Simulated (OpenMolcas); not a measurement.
## Cu IV: effect of the IPEA shift

* Program: OpenMolcas
* Basis: ANO-RCC-VTZP [6s5p3d2f1g]
* Scalar Hamiltonian: DKH2, point nucleus
* Active space: 8 electrons in 5 orbitals (3d)
* State averaging: 2S+1 = 3 even, 10 roots; 2S+1 = 1 even, 15 roots kept (CI in the orbitals of an earlier block)
* Spin-orbit coupling: state interaction with AMFI integrals over the reference wave functions, term energies averaged over their components

Methods on the same reference wave functions:
A. CASSCF
B. SS-CASPT2, IPEA 0 Eh, imaginary shift 0.1 Eh (closed shells correlated: 3s 3p)
C. SS-CASPT2, IPEA 0.25 Eh, imaginary shift 0.1 Eh (closed shells correlated: 3s 3p)

Energies in cm⁻¹ above 3d⁸ ³F₄, the measured ground level; measured values from Sugar and Musgrove, J. Phys. Chem. Ref. Data 19, 527 (1990).

```json
{"Level": "3d⁸ ³F₄", "A": "0.0", "B": "0.0", "C": "0.0", "Measured": "0.0"}
{"Level": "3d⁸ ³F₃", "A": "1820", "B": "1823", "C": "1823", "Measured": "1861"}
{"Level": "3d⁸ ³F₂", "A": "3051", "B": "3020", "C": "3020", "Measured": "3078"}
{"Level": "3d⁸ ¹D₂", "A": "19659", "B": "16040", "C": "16050", "Measured": "16248"}
{"Level": "3d⁸ ³P₂", "A": "23823", "B": "19860", "C": "20090", "Measured": "19697"}
{"Level": "3d⁸ ³P₁", "A": "24267", "B": "20250", "C": "20510", "Measured": "20097"}
{"Level": "3d⁸ ³P₀", "A": "24616", "B": "20580", "C": "20850", "Measured": "20423"}
{"Level": "3d⁸ ¹G₄", "A": "30499", "B": "27620", "C": "27510", "Measured": "26913"}
{"Level": "3d⁸ ¹S₀", "A": "73395", "B": "62290", "C": "62350", "Measured": "61456"}
```

Deviations, from unrounded energies. A percentage is the sum of absolute deviations over the sum of measured energies, with the sign that they share, or ± where signs differ.

| Against measurement | Levels | A | B | C |
| --- | --- | --- | --- | --- |
| mean absolute deviation (cm-1) | 8 | 3900 | 290 | 380 |
| fine structure of the ground term (%) | 2 | -1.4 | -1.9 | -1.9 |
| other terms of the ground configuration (%) | 6 | +19.1 | ±1.3 | ±1.8 |

B lies closest to measurement on these levels and A furthest from it. The largest miss of B in the table is 3d⁸ ¹S₀, by +830 cm-1. The ranking rests on the paired levels alone, and a cruder setting can come out closer through cancelling errors.

Between B and C the level of the table that moves most is 3d⁸ ³P₁, by 270 cm-1 (lowest in B, highest in C). Moves below CASPT2's spread within the term are not significant.

The mean deviations of B to C differ by less than CASPT2's widest spread within a term (1300 cm-1), so their order carries little weight.

From A to B the spin-free energies of the other terms of 3d⁸ shown, above ³F, scale by factors of 0.81 to 0.90, as is usual when dynamic correlation screens the repulsion within a d or f shell.

The lowest spin-free term lies below A's lowest term by 0.612 hartree in B, 0.607 hartree in C.

Term energies are means over components that CASPT2 splits; among the terms shown or strongly mixed into the levels shown the widest spread is 1300 cm-1 (3d⁸ ¹G, B). Terms from blocks run as CI alone lack orbitals of their own. Without dynamic correlation excited terms often stand tens of per cent too high (terms of higher spin than the ground term too low), and those without a measured partner can miss by more than the paired ones (holds for A). Computed and measured levels are paired by configuration, term and J; levels that our copy of the source lacks, or whose pairing is in doubt (as where it misses far off the trend of its configuration), stay unpaired and out of the deviations. Levels of configurations outside the active space are missing.
